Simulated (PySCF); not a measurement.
**How methods differ on the excitation energy of Sn**

Sn [Kr] 4d10 5s2 5p2 (3P) → Sn [Kr] 4d10 5s1 5p2 5d1 (high-spin determinant), as a difference of total energies. Calculation: PySCF 2.14, in x2c-TZVPPall with one added diffuse shell each of s, p, d, f type (9s7p5d3f, 76 functions); scalar relativity by spin-free X2C-1e. Correlated levels: valence: [Kr] 4d10 frozen. The calculations carry no spin-orbit coupling.

```csv
method,excitation energy (eV)
UHF,9.534
MP2 (valence),10.336
SCS-MP2 (valence),10.629
CCSD (valence),10.433
CCSD(T) (valence),10.427
```

**Question.** How much does correlation contribute at CCSD(T) (valence)?

**Answer.** 10.427 − (9.534) = 0.893 eV, measured against UHF.

The upper state lies above the first ionisation limit, but in LS coupling its spin forbids autoionisation to the ground ion; at this Z spin-orbit coupling breaks that rule.

The promoted electron is Rydberg-like, and one or two diffuse shells describe it only roughly, which tends to raise the upper state.

The coupled-cluster amplitudes are large for the upper state (T1 above 0.03 or a double amplitude above 0.15), so a single reference is strained.

The determinant of the upper state mixes LS terms, which raises its energy above the lowest term, most at the Hartree-Fock and MP2 levels.
